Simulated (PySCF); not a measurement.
Species: C6H4BrF.
SMILES: `FC1=CC=CC=C1Br`

Method used: PBE0-D3(BJ)/def2-TZVP geometry optimisation, gas phase in PySCF 2.14.0.

Masses are those of the commonest isotopes; rigid-rotor values at the optimised geometry. 

**Question.** What are A, B and C (MHz)?

**Answer.** Ia = 176.58, Ib = 507.51, Ic = 684.08 u·Å²; 505379 MHz·u·Å²/I gives A = 2862, B = 995.8, C = 738.8 MHz.

**Question.** What kind of rotor is it?

**Answer.** An asymmetric top: κ = (2 × 995.8 − 2862 − 738.8)/(2862 − 738.8) = -0.76.

**Question.** What does the inertial defect say?

**Answer.** Planar: Δ = Ic − Ia − Ib = 0.00 u·Å². For a rigid frame Δ = −2 Σ m c², so it vanishes when all atoms lie in the ab plane; here none is more than 0.01 Å from it.

**Question.** Give the coordinates in the principal-axis frame, origin at the centre of mass.

**Answer.** The sense of each axis is arbitrary; atoms in the order of the calculation.
```tsv
atom	mass (u)	a (Å)	b (Å)	c (Å)
F1	18.998	-0.325	-2.090	0.001
C2	12.000	-0.948	-0.914	0.000
C3	12.000	-2.329	-0.887	0.000
C4	12.000	-2.985	0.333	0.000
C5	12.000	-2.258	1.514	0.000
C6	12.000	-0.873	1.478	0.000
C7	12.000	-0.210	0.260	0.000
Br8	78.918	1.666	0.188	0.000
H9	1.008	-2.868	-1.827	-0.001
H10	1.008	-4.068	0.359	0.000
H11	1.008	-2.767	2.470	0.000
H12	1.008	-0.294	2.393	0.001
```

**Question.** Where do the levels up to J = 2 lie, in MHz?

**Answer.** Above 0(0,0):
J = 1: 1(0,1) 1735, 1(1,1) 3601, 1(1,0) 3858
J = 2: 2(0,2) 5179, 2(1,2) 6813, 2(1,1) 7584, 2(2,1) 13183, 2(2,0) 13208

**Question.** Which types of transition are allowed, and where do some lines up to J = 2 fall?

**Answer.** The dipole components are |μa| = 2.13 D, |μb| = 1.19 D, |μc| = 0.00 D; the mirror of this Cs structure is the ab plane, so μc vanishes by symmetry and there are no c-type lines. The squared components, which scale the intensities, stand as 1.00 : 0.31 (a : b). Some lines, for components of 0.1 D or more:

```json
{"type": "a", "branch": "Q", "J(Ka,Kc)": "2(1,1) ← 2(1,2)", "MHz": "771", "lower level (cm⁻¹)": "0.227"}
{"type": "b", "branch": "R", "J(Ka,Kc)": "2(0,2) ← 1(1,1)", "MHz": "1578", "lower level (cm⁻¹)": "0.120"}
{"type": "a", "branch": "R", "J(Ka,Kc)": "1(0,1) ← 0(0,0)", "MHz": "1735", "lower level (cm⁻¹)": "0.000"}
{"type": "b", "branch": "Q", "J(Ka,Kc)": "1(1,0) ← 1(0,1)", "MHz": "2123", "lower level (cm⁻¹)": "0.058"}
{"type": "b", "branch": "Q", "J(Ka,Kc)": "2(1,1) ← 2(0,2)", "MHz": "2405", "lower level (cm⁻¹)": "0.173"}
{"type": "a", "branch": "R", "J(Ka,Kc)": "2(1,2) ← 1(1,1)", "MHz": "3212", "lower level (cm⁻¹)": "0.120"}
{"type": "a", "branch": "R", "J(Ka,Kc)": "2(0,2) ← 1(0,1)", "MHz": "3444", "lower level (cm⁻¹)": "0.058"}
{"type": "b", "branch": "R", "J(Ka,Kc)": "1(1,1) ← 0(0,0)", "MHz": "3601", "lower level (cm⁻¹)": "0.000"}
{"type": "a", "branch": "R", "J(Ka,Kc)": "2(1,1) ← 1(1,0)", "MHz": "3726", "lower level (cm⁻¹)": "0.129"}
{"type": "b", "branch": "R", "J(Ka,Kc)": "2(1,2) ← 1(0,1)", "MHz": "5078", "lower level (cm⁻¹)": "0.058"}
{"type": "b", "branch": "Q", "J(Ka,Kc)": "2(2,0) ← 2(1,1)", "MHz": "5624", "lower level (cm⁻¹)": "0.253"}
{"type": "b", "branch": "Q", "J(Ka,Kc)": "2(2,1) ← 2(1,2)", "MHz": "6370", "lower level (cm⁻¹)": "0.227"}
{"type": "b", "branch": "R", "J(Ka,Kc)": "2(2,1) ← 1(1,0)", "MHz": "9325", "lower level (cm⁻¹)": "0.129"}
{"type": "b", "branch": "R", "J(Ka,Kc)": "2(2,0) ← 1(1,1)", "MHz": "9607", "lower level (cm⁻¹)": "0.120"}
```

PBE0-D3(BJ)/def2-TZVP frequencies: not computed here. These are rigid-rotor constants of the computed structure; measured ground-state constants (B0) also hold zero-point vibration. Quadrupole hyperfine structure (79Br) is left out.
